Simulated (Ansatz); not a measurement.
Basis-set extrapolation for C2H8F2N2Si (`CN[Si](F)(F)NC`) (PBE0-D4/def2-TZVP geometry, frozen core, Ansatz). Multiplicity 1, RHF reference.

```tsv
	def2-TZVPP	def2-QZVPP
HF	-677.496428	-677.525234
MP2 correlation	-1.382609	-1.493796
CCSD(T) correlation	-1.472711	not run
```

Energies in hartree. Use E(X) = E(∞) + A·exp(−7.88·√X) for Hartree–Fock and E(X) = E(∞) + B·X^(−2.97) for correlation, with X = 3 and 4, and add CCSD(T) minus MP2 of the smaller set to the MP2 limit.

Question: What is the CCSD(T) energy at the basis-set limit?

Answer: HF limit: -677.525234 + (-0.028806) × 0.13774 = -677.52920. MP2 limit: -1.493796 + (-0.111187) × 0.74074 = -1.57616. Higher-order term: -1.472711 − (-1.382609) = -0.09010. Total: -679.19546 hartree, 142.0 kcal/mol below CCSD(T)/def2-TZVPP.
